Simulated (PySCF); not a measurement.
Compounds:

A. SMILES c1cc([P@@](C#CC)(=O)O)oc1
B. SMILES C[C@H]1[C@H](C=C)C1
C. `O=COCn1cccn1`

Spectrum 1. 13C{1H} NMR (computed): δ 167.1 (CH), 143.7 (CH), 137.0 (CH), 113.9 (CH), 73.9 (CH2).

Spectrum 2. 13C{1H} NMR (computed): δ 151.4 (CH), 117.5 (CH2), 28.9 (CH), 20.7 (CH3), 18.6 (CH), 17.5 (CH2).

Spectrum 3. 13C{1H} NMR (computed): δ 155.0 (C), 152.2 (CH), 126.3 (CH), 117.1 (CH), 106.2 (C), 81.5 (C), 5.2 (CH3).

- couplings computed with B3LYP/pcJ-1 (spin–dipole term left out of most H,H and C,H couplings)
- geometry: GFN2-xTB
- shielding tensors at PBE0/pcSseg-1 (GIAO)
- run in PySCF 2.14.0 with density-fitted response routines
- fast rotation and ring inversion assumed for equivalent nuclei, a single conformation, no relativistic terms, no solvent

Referencing at the same level of theory: 13C (186.93 ppm) vs TMS. Splittings of carbon signals by F and P are missing where no couplings were computed. Shifts are as computed. Against solution values, carbons near 30 ppm lie about +3 ppm off and those near 130 ppm about +5 ppm. Of 1211 compounds with measured shifts, 218 miss one by over three times the rms of a fit or turn the order of signals round; such compounds aren't used in these exercises.

Q: Match each spectrum to its structure.

A: 1–C, 2–B, 3–A.

- Spectrum 1 (C): 5 13C signals; δC 167.1 is an ester carbonyl carbon; δC 143.7 is an aromatic CH next to a ring nitrogen.
- Spectrum 2 (B): 6 13C signals; δC 151.4 is an alkene CH; δC 117.5 is a terminal =CH2 carbon.
- Spectrum 3 (A): 7 13C signals; δC 126.3 is an aromatic CH; δC 81.5 is an alkyne carbon.
